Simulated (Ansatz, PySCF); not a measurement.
Gas-phase reaction in SMILES: C=C[Si](Cl)(Cl)C=C + 2 C (CH4) + 3 [SiH4] (SiH4) → 2 C=C (C2H4) [ethene] + 2 C[SiH3] [methylsilane] + 2 [SiH3]Cl [chlorosilane]
Structures are relaxed separately at B3LYP-D3(BJ)/def2-TZVP in Ansatz (an electronic-structure program), one conformer each, not searched for the lowest.

Property: bond separation energy (enthalpy at 298 K, with B3LYP-D3(BJ) rigid-rotor harmonic-oscillator terms from PySCF), in kJ/mol. Correlated levels leave the core frozen unless marked. No spin-orbit coupling. No relativistic terms. Basis-set limits of correlation are two-point, X^-3; Hartree-Fock from the larger set. [CCSD(T)-MP2]/basis is that difference in the basis named.

| level | program | bond separation energy (kJ/mol) |
|---|---|---|
| B3LYP/def2-TZVPD | Ansatz | (withheld) |
| SCS-MP2/cc-pV(D+d)Z | Ansatz | 54.5 |
| CCSD(T) with core electrons (1s frozen past Ne)/cc-pwCVTZ | Ansatz | (withheld) |
| RI-MP2/CBS(cc-pV(T+d)Z,cc-pV(Q+d)Z)+[CCSD(T)-MP2]/cc-pV(T+d)Z | Ansatz | 46.4 |

Question: Complete the blanks.

Answer: 
- B3LYP/def2-TZVPD, bond separation energy (kJ/mol): 31.1
- CCSD(T) with core electrons (1s frozen past Ne)/cc-pwCVTZ, bond separation energy (kJ/mol): 48.1
